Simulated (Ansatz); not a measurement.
```yaml
crystal:
  periodic: [false, false, false]
  atoms:
    - {symbol: Si, position_ang: [-0.088167, 0.002023, -0.061735]}
    - {symbol: O, position_ang: [-0.033113, 0.055712, 1.570368]}
    - {symbol: H, position_ang: [-0.808630, -0.257862, 2.049790]}
    - {symbol: O, position_ang: [1.462028, -0.088071, -0.570138]}
    - {symbol: H, position_ang: [1.656775, 0.238510, -1.456150]}
    - {symbol: Cl, position_ang: [-0.986935, 1.672548, -0.866286]}
    - {symbol: Cl, position_ang: [-1.201958, -1.622858, -0.665869]}
basis:
  gaussian: {orbitals: STO-3G}
hamiltonian: {xc: {name: SVWN5}}
accuracy: high
scf: {omitted_lower_state_checks: [starts]}
output: {forces: true}
```

```sh
$ ansatz run in.yaml --threads 4 --pin off --events-out ev --progress --plain --max-ram 3916MiB
```

Shortened log:

```
Functional definition: SVWN5
805 factors; integrals over basis functions are off by at most 4.7e-9 eV
mean field evaluation 1: about -36481.7860 eV, gradient 3.7e1 eV
mean field evaluation 2: about -36474.7514 eV, gradient 6.4e1 eV
mean field evaluation 4: about -36486.6409 eV, gradient 3.0e0 eV
mean field evaluation 8: about -36486.6337 eV, gradient 2.5e-2 eV
mean field evaluation 16: about -36486.6337 eV, gradient 1.5e-6 eV
mean field -36486.63370980 eV, -1340.8590573067 hartree, gradient 4.1e-8 eV, S^2 0.000000; 0 other end points of the search recorded, 0 dependent functions left out
reference -36486.63371192 eV, -1340.8590573843 hartree; 33, 33 occupied and 6, 6 virtual orbitals, 805 factors
Total energy: -36486.63371192 eV, -1340.8590573843 hartree
Atom 0 at    -0.088167     0.002023    -0.061735 Å, force     0.242556    -0.005634     0.169883 eV/Å
Atom 1 at    -0.033113     0.055712     1.570368 Å, force     3.149751     1.145196    -0.673784 eV/Å
Atom 2 at    -0.808630    -0.257862     2.049790 Å, force    -2.561924    -1.042440     0.958362 eV/Å
Atom 3 at     1.462028    -0.088071    -0.570138 Å, force     0.408609    -1.225298     3.165140 eV/Å
Atom 4 at     1.656775     0.238510    -1.456150 Å, force     0.056211     1.098822    -2.712756 eV/Å
Atom 5 at    -0.986935     1.672548    -0.866286 Å, force    -0.574457     1.039665    -0.524674 eV/Å
Atom 6 at    -1.201958    -1.622858    -0.665869 Å, force    -0.720746    -1.010311    -0.382170 eV/Å
Dipole moment:     0.284801    -0.006507     0.199286 e Å
Checks for a lower state left out: starts
```

Run time 4.2 s (4 threads of Intel Xeon on a shared host).
